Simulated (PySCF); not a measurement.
Species: C6H9NO.
Numbering: `[CH2:1]=[N:2][C@@:3]12[CH2:4][CH2:5][CH2:6][C@@H:7]1[O:8]2` (hydrogens: H9, H10 on C1; H11, H12 on C4; H13, H14 on C5; H15, H16 on C6; H17 on C7)

Computed geometry: GFN2-xTB, gas phase.

Question: Give the optimised bond lengths and angles.

Answer: 
```csv
bond,length (Å),order
C1=N2,1.257,double
N2–C3,1.395,single
C3–C4,1.519,single
C4–C5,1.536,single
C5–C6,1.536,single
C6–C7,1.512,single
C7–O8,1.401,single
C3–C7,1.474,single
C3–O8,1.413,single
C1–H9,1.091,single
C1–H10,1.079,single
C4–H11,1.090,single
C4–H12,1.089,single
C5–H13,1.088,single
C5–H14,1.090,single
C6–H15,1.090,single
C6–H16,1.091,single
C7–H17,1.084,single
```

Orders are formal, as drawn. A selection of angles:
```csv
angle,degrees
N2–C1–H9,124.1
N2–C1–H10,117.7
H9–C1–H10,118.2
C1–N2–C3,121.6
N2–C3–C4,117.0
N2–C3–C7,123.9
N2–C3–O8,121.7
C4–C3–C7,108.1
C4–C3–O8,114.6
C7–C3–O8,58.0
C3–C4–C5,103.9
C3–C4–H11,107.7
C3–C4–H12,111.8
C5–C4–H11,112.0
C5–C4–H12,112.3
H11–C4–H12,109.0
C4–C5–C6,105.6
C4–C5–H13,112.0
C4–C5–H14,109.2
C6–C5–H13,112.2
C6–C5–H14,109.1
H13–C5–H14,108.6
C5–C6–C7,103.4
C5–C6–H15,112.1
C5–C6–H16,111.5
C7–C6–H15,112.2
C7–C6–H16,108.6
H15–C6–H16,108.9
C6–C7–O8,115.5
C6–C7–H17,120.2
O8–C7–H17,115.9
C3–C7–C6,109.3
C3–C7–O8,58.8
C3–C7–H17,122.2
C3–O8–C7,63.2
```

Dihedral angles: C1–N2–C3–C4 147° (anticlinal); N2–C3–C4–C5 164° (antiperiplanar); C3–C4–C5–C6 -30°; C4–C5–C6–C7 30°; C5–C6–C7–O8 45° (synclinal); C6–C7–O8–C3 -98° (anticlinal); N2–C3–C7–C6 -142° (anticlinal); N2–C3–O8–C7 -113° (anticlinal).

The 5-membered ring C3–C4–C5–C6–C7 has internal angles of 103.4° to 109.3° (sum 530°, against 540° for a flat polygon); it is puckered, 0.14 Å rms from its mean plane, widest ring torsion 30°. Of the pairs four or more bonds apart, O8···H9 is among the closest relative to their van der Waals radii: 2.50 Å, 92 % of the sum of Bondi's values. The C–N distances run from 1.257 Å (C1=N2, drawn double) to 1.395 Å (N2–C3, drawn single), a spread of 0.138 Å. The 3-membered ring C3–C7–O8 has internal angles of 58.0° to 63.2°. The C–C distances run from 1.474 Å (C3–C7, drawn single) to 1.536 Å (C5–C6, drawn single), a spread of 0.062 Å.

Point group: C1 (no symmetry element, even within 0.4 Å). No frequency check. One conformer, not necessarily the lowest.
